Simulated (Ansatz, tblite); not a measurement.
Forces on K₂Te at its PBE-D4/def2-TZVP geometry. Total charge 0; singlet.

In the def2 sets Te takes a core potential; there is no spin–orbit coupling. The xTB rows come from tblite. LC-ωPBE has ω = 0.4 bohr⁻¹. The structure comes from a short search, and lower isomers may exist.

GFN1-xTB (tblite), largest force 0.77 eV/Å:

```xyz
3
positions Å, forces eV/Å
K     0.759   -1.712    1.957   -0.159    0.493   -0.566
K     0.312    1.751   -2.043   -0.030   -0.500    0.581
Te   -1.072   -0.039    0.086    0.189    0.007   -0.015
```

GFN2-xTB (tblite), largest force 0.60 eV/Å:

```
K 0.324 -0.199 0.218
K 0.270 0.220 -0.266
Te -0.594 -0.022 0.047
```

LC-ωPBE/def2-TZVP (Ansatz), largest force 0.20 eV/Å:

```
K -0.105 0.054 -0.059
K -0.090 -0.061 0.074
Te 0.196 0.007 -0.016
```
